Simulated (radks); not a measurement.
Problem. These are the eigenvalues of the occupied orbitals of an atom or ion with whole-number occupations (hartree). Calculated with a radial shooting solver on a logarithmic mesh with Libxc functionals: Dirac Kohn-Sham, LB94 model potential, spin-unpolarised, spherical densities, finite nucleus; Fermi nuclear charge, rms radius of each element as measured or else 0.836 A^(1/3) + 0.57 fm.

orbital  eigenvalue
1s1/2     -3156.469
2s1/2     -567.7976
2p1/2     -545.9528
2p3/2     -469.4664
3s1/2     -140.8612
3p1/2     -130.8560
3p3/2     -113.8673
3d3/2     -97.16382
3d5/2     -93.52662
4s1/2     -36.54571
4p1/2     -32.22682
4p3/2     -28.11699
4d3/2     -21.00777
4d5/2     -20.23677
5s1/2     -11.25027
4f5/2     -11.05020
4f7/2     -10.87620
5p1/2      -9.72818
5p3/2      -8.86708
5d3/2      -6.61009

Which element is it, and in what charge state? The configuration may be excited. Open shells, if any, fill j = l - 1/2 first.

Solution. Z = 81, thallium, charge +10: Tl10+ in [Xe] 4f14 5d3. The list shows which subshells hold electrons but not how many an open one holds; the 1s level, -3156.5 hartree, gives Z - s = 79.5 by -(Z - s)^2/2, which with screening and relativity narrows Z to a few neighbours, and the depths of the outer levels then fix element, charge and occupations together.
